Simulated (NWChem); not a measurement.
# BeSi₂H₆; SMILES [SiH3][Be][SiH3]

Results from NWChem. The level has its own optimisation; frequencies are unscaled.

Estimate the computed values for PBE/def2-SVP. Quantities: r Be–Si (Å); r H–Si (Å); highest harmonic frequency (cm⁻¹); lowest (cm⁻¹); zero-point energy (kcal/mol).


```
Property                           Result
---------------------------------  ------
r Be–Si (Å)                         2.198
r H–Si (Å)                          1.512
highest harmonic frequency (cm⁻¹)    2133
lowest (cm⁻¹)                          34
zero-point energy (kcal/mol)         30.2
```
